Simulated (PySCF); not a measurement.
1-fluorobuta-1,2-diene (C4H5F), SMILES C(=CF)=CC. Heavy atoms are numbered as in [CH3:1][CH:2]=[C:3]=[CH:4][F:5]. Hydrogens are named by the atom that carries them.

Coordinates come from a PBE0-D3(BJ)/def2-SVP optimisation.

All values below come from B3LYP/pcSseg-1 in PySCF.

GIAO shieldings, no solvent; atoms alike by connectivity are averaged. δ = σ(ref) − σ: ¹³C against TMS (σ = 181.3 ppm); ¹⁹F against CFCl3 (σ = 161.7 ppm); ¹H against TMS (σ = 31.68 ppm), references at their B3LYP-D3(BJ)/def2-TZVP geometries, non-relativistic.

```
nucleus     atoms  count  δ (ppm)
-------  --------  -----  -------
¹³C            C3      1    212.9
¹³C       C4 (CH)      1    137.4
¹³C       C2 (CH)      1    114.5
¹³C      C1 (CH3)      1     22.8
¹⁹F            F5      1   -179.4
¹H        H on C4      1     7.48
¹H        H on C2      1     6.38
¹H        H on C1      3     2.20
```
